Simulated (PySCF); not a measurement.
Unknown compound

An unknown has the formula C4H6N2Si. Its calculated NMR data are:

1H NMR (300 MHz, computed): δ 4.18 (t, 3H), 3.90 (t, 1H), 1.28 (m, 2H).

13C{1H} NMR (computed): δ 118.7 (C, 2C), 18.2 (CH), 13.1 (CH2).

- PBE0/pcSseg-1 with gauge-including orbitals
- structure optimised with GFN2-xTB
- program: PySCF
- gas phase, a single conformation, equivalent nuclei averaged, no relativistic terms

References, each an isolated molecule treated in the same way: TMS for 1H (σref 31.72), 13C (σref 186.93).

**Question.** Deduce the structure.

**Answer.** 
1. Rings plus π bonds: 4 (no ring in the answer).
2. 3 carbon signals for 4 carbons: some carbons are equivalent by symmetry or fast rotation.
3. Carbon types of the structure: 2 × C, 1 × CH, 1 × CH2, leaving 3 H on heteroatoms.
4. δC 118.7: nitrile carbon; typical of a nitrile.
5. δC 18.2: sp3 CH α to a nitrile; saturated and bonded to C and H only.
6. δC 13.1: sp3 CH2 bonded to Si.
7. δH 4.18: hydrogen on a silicon bonded to C.
8. δH 3.90: hydrogen on an sp3 CH α to a nitrile.
9. δH 1.28: hydrogen on an sp3 CH2 bonded to Si.

Structure: `N#CC(C#N)C[SiH3]`.

This is the structure that produced the data.

Shifts are as computed. Against solution values, carbons near 30 ppm lie about +3 ppm off and those near 130 ppm about +5 ppm. Of 1211 compounds with measured shifts, 218 miss one by over three times the rms of a fit or turn the order of signals round; such compounds aren't used in these exercises. No couplings were computed; multiplicities are counted from neighbouring protons, with m where these are inequivalent, close in shift, in a saturated or five-membered ring or joined by F or P, and br s for small geminal =CH2 splittings.
